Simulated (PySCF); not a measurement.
Input file for PySCF: D3(BJ) and D4 dispersion corrections on GeH4 (SMILES [GeH4]).

```python
from pyscf import gto
from pyscf.dispersion import dftd3, dftd4

mol = gto.M(
    atom='''
    Ge    0.26704966    0.37839356    3.61411951
    H    -0.54263809   -0.89225484    3.90525226
    H     1.13192833    0.15363231    2.36234131
    H     1.18627363    0.69012499    4.80445203
    H    -0.68311206    1.55815686    3.37038498
    ''',
    basis='def2-svp',
    charge=0, spin=0, verbose=0, max_memory=1800)
d3, d4 = {}, {}
for xc in ['hf', 'pbe', 'blyp', 'revpbe', 'tpss', 'r2scan', 'b3lyp', 'pbe0', 'bhlyp', 'camb3lyp', 'b2plyp']:
    d3[xc] = float(dftd3.DFTD3Dispersion(mol, xc=xc, version='d3bj', atm=False).get_dispersion()['energy'])
    print(f'D3(BJ) {xc:10s} {d3[xc]:14.8f} Eh')
for xc in ['hf', 'pbe', 'blyp', 'revpbe', 'tpss', 'r2scan', 'b3lyp', 'pbe0', 'bhlyp', 'camb3lyp', 'b2plyp']:
    d4[xc] = float(dftd4.DFTD4Dispersion(mol, xc={'camb3lyp': 'cam-b3lyp'}.get(xc, xc), atm=True).get_dispersion()['energy'])
    print(f'D4     {xc:10s} {d4[xc]:14.8f} Eh')
```

Program output:

```
D3(BJ) hf            -0.01826479 Eh
D3(BJ) pbe           -0.00176425 Eh
D3(BJ) blyp          -0.00388639 Eh
D3(BJ) revpbe        -0.00458834 Eh
D3(BJ) tpss          -0.00220703 Eh
D3(BJ) r2scan        -0.00043832 Eh
D3(BJ) b3lyp         -0.00318130 Eh
D3(BJ) pbe0          -0.00149543 Eh
D3(BJ) bhlyp         -0.00255753 Eh
D3(BJ) camb3lyp      -0.00132930 Eh
D3(BJ) b2plyp        -0.00147861 Eh
D4     hf            -0.00633999 Eh
D4     pbe           -0.00157958 Eh
D4     blyp          -0.00363033 Eh
D4     revpbe        -0.00539854 Eh
D4     tpss          -0.00214022 Eh
D4     r2scan        -0.00035205 Eh
D4     b3lyp         -0.00257136 Eh
D4     pbe0          -0.00129560 Eh
D4     bhlyp         -0.00185841 Eh
D4     camb3lyp      -0.00128973 Eh
D4     b2plyp        -0.00108139 Eh
```

The run finished.

Cost: roughly 0.03 core-seconds.
